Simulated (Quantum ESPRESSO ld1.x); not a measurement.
The numbers below are computed, except where a source is named.
The table gives one normalised radial function P(r) = r R(r) of Mg2+ in [He] 2s2 2p4 3p2 (r in bohr). Code: ld1.x of Quantum ESPRESSO 7.5. Model: non-relativistic Kohn-Sham, LDA (Slater exchange, Perdew-Zunger correlation), spin-polarised, spherical densities, point nucleus; open shells are filled with parallel spins first.

r,P
0.01389,0.2549
0.01765,0.3092
0.02244,0.3701
0.02853,0.4352
0.03626,0.5001
0.0461,0.5571
0.05861,0.5944
0.0745,0.5961
0.09471,0.5428
0.1204,0.4144
0.1531,0.1968
0.1961,-0.1209
0.2493,-0.4907
0.317,-0.8634
0.403,-1.1559
0.5123,-1.2866
0.6512,-1.2138
0.8279,-0.9659
1.052,-0.6360
1.338,-0.3361
1.701,-0.1367
2.162,-0.0402
2.749,-0.0079
3.494,-0.0009
4.442,-0.0001
5.647,0.0000
7.179,0.0000

Which n and l does it have? It may be an empty orbital.

Answer. n = 2, l = 0: the number of nodes gives n - l - 1 = 1, the rise at small r (about r^(l+1)) gives l, and the extent must fit the shell. The curve is that of 2s up; the table hardly tells the two spins apart. 2s up: eigenvalue -134.80 eV, 1 radial node at r = 0.180 bohr, <r> = 0.655 bohr, 90 % of the charge inside 1.03 bohr.
